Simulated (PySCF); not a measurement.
# Si (silicon, neutral): UHF calculation

Configuration: [Ne] 3s1 3p2 3d1, one real determinant (an excited configuration). Calculation: PySCF 2.14, in dyall-av3z; the spin-free X2C one-electron Hamiltonian (Gaussian nucleus).

| Item | Value |
| --- | --- |
| Total energy | -289.086944 hartree |
| One-electron energy | -398.7847 hartree |
| Hartree (Coulomb) energy | 130.0377 hartree |
| Exchange energy | -20.3399 hartree |
| ⟨S²⟩ | 6.0001 |
| ⟨L²⟩ | 7.992 |
| Sum of ⟨r⟩ | 16.48 bohr |
| Sum of ⟨r²⟩ | 49.41 bohr² |
| Traceless quadrupole moment −½Σ⟨3z² − r²⟩ along its main axis | -2.73 e·bohr² |
| Langevin diamagnetic susceptibility | -39.1 ×10⁻⁶ cm³/mol |

```json
{"shell": "1s α", "electrons": "1", "mean orbital energy (hartree)": "-69.17906", "spread (hartree)": "0", "rms radius, mean of both spins (bohr)": "0.129"}
{"shell": "1s β", "electrons": "1", "mean orbital energy (hartree)": "-69.15073", "spread (hartree)": "0", "rms radius, mean of both spins (bohr)": "0.129"}
{"shell": "2s α", "electrons": "1", "mean orbital energy (hartree)": "-6.37867", "spread (hartree)": "0", "rms radius, mean of both spins (bohr)": "0.613"}
{"shell": "2s β", "electrons": "1", "mean orbital energy (hartree)": "-6.33430", "spread (hartree)": "0", "rms radius, mean of both spins (bohr)": "0.613"}
{"shell": "2p α", "electrons": "3", "mean orbital energy (hartree)": "-4.45666", "spread (hartree)": "0.01481", "rms radius, mean of both spins (bohr)": "0.598"}
{"shell": "2p β", "electrons": "3", "mean orbital energy (hartree)": "-4.41748", "spread (hartree)": "0.01660", "rms radius, mean of both spins (bohr)": "0.598"}
{"shell": "3s α", "electrons": "1", "mean orbital energy (hartree)": "-0.78963", "spread (hartree)": "0", "rms radius, mean of both spins (bohr)": "2.23"}
{"shell": "3p α", "electrons": "2", "mean orbital energy (hartree)": "-0.44178", "spread (hartree)": "0", "rms radius, mean of both spins (bohr)": "2.65"}
{"shell": "3d α", "electrons": "1", "mean orbital energy (hartree)": "-0.05081", "spread (hartree)": "0", "rms radius, mean of both spins (bohr)": "5.24"}
```

⟨L²⟩ = 7.99 against 12 for a pure F term, so this real determinant mixes terms. The outer electron is Rydberg-like, and this basis confines it to a smaller radius and binds it less than a complete one would.

Densities and radii are taken from the X2C orbitals without a picture-change correction, which distorts them close to the nucleus.

Spin-orbit constants ζ (cm⁻¹) from the X2C one-electron operator on these orbitals: bare nucleus, nucleus screened by l(l+1)(2l+1)/3 electrons, and screened by the Breit-Pauli mean field of the electrons.

```
shell   bare  screened nucleus  mean field
   2p   3904              3346        3096
   3p  218.8             187.5       170.6
   3d  2.166            0.6189      0.1897
```

To first order the Landé constant is A = 14.25 cm⁻¹, so the lowest level has J = 1 and lies 0.0141 eV below the centre of the term. This holds in LS coupling only.
